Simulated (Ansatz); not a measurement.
PtAu3⁻. Total charge -1; triplet. Geometry PBE-D4/def2-SVPD; atoms count from 1.

Cartesian coordinates in Å:
```
Pt 0.083 -0.359 -0.088
Au -2.057 -0.653 1.301
Au -0.215 0.676 -2.418
Au 2.189 0.336 1.205
```

In the def2 sets Au, Pt take a core potential; there is no spin–orbit coupling. At PBE0-D4/def2-TZVPD a broken-symmetry singlet of charge -1 lies 0.36 eV below the triplet, each at its own geometry. The structure comes from a short search, and lower isomers may exist.

**Question.** Estimate the Mulliken populations from the PBE0/def2-TZVPD orbitals of Ansatz.

**Answer.** 
| atom | charge (e) | spin (α − β) | d electrons |
| --- | --- | --- | --- |
| Pt1 | 0.22 | 1.12 | 8.81 |
| Au2 | -0.41 | 0.29 | 9.84 |
| Au3 | -0.41 | 0.29 | 9.84 |
| Au4 | -0.41 | 0.29 | 9.83 |
Mulliken values depend strongly on the basis. With diffuse functions, as here, like atoms can get unlike values, and bond orders can come out too low or too high.

**Question.** Where does the spin sit?

**Answer.** Summed by element: Pt 1.12, Au 0.88, of 2 unpaired in all. Largest on single atoms: Pt1 1.12, Au2 0.29, Au3 0.29.

**Question.** And the Mayer bond orders between heavy atoms (over 0.3)?

**Answer.** Pt1–Au2 0.82 (2.57 Å); Pt1–Au3 0.82 (2.57 Å); Pt1–Au4 0.82 (2.57 Å).
